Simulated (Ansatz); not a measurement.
H5InSe (`[SeH2+][InH3-]`). Total charge 0; spin multiplicity 1. In takes the def2 core potential. Geometry: relaxed with PBE0-D4/def2-TZVP.

```xyz
7

Se   -0.675    1.619    0.049
In    0.864   -0.928    0.200
H    -1.933    1.010    0.498
H    -1.047    1.434   -1.360
H     0.941   -1.128   -1.518
H     2.211   -0.243    1.039
H    -0.361   -1.764    1.092
```

**Question.** What is the dipole moment at PBE/def2-TZVPP? (Best estimate.)

**Answer.** The calculation gave: 3.05 D, with components (-2.14, 2.10, -0.54) D in this frame, pointing from negative to positive charge.

**Question.** And with r2SCAN, B3LYP, ωB97M-V? (Best estimate.)

**Answer.** The calculation gave: r2SCAN 3.06 D, B3LYP 2.99 D, ωB97M-V 2.90 D.

**Question.** Give the Mulliken charges with PBE, ωB97M-V, B3LYP in def2-TZVPP. (Estimate.)

**Answer.** Ansatz gave: 
```
atom    PBE  ωB97M-V  B3LYP
 Se1  -0.05    -0.09  -0.05
 In2   0.31     0.21   0.38
  H3   0.10     0.12   0.09
  H4   0.10     0.12   0.09
  H5  -0.15    -0.12  -0.18
  H6  -0.15    -0.12  -0.17
  H7  -0.15    -0.12  -0.18
```

B3LYP here is the variant with VWN-RPA as its local correlation; programs differ in this.
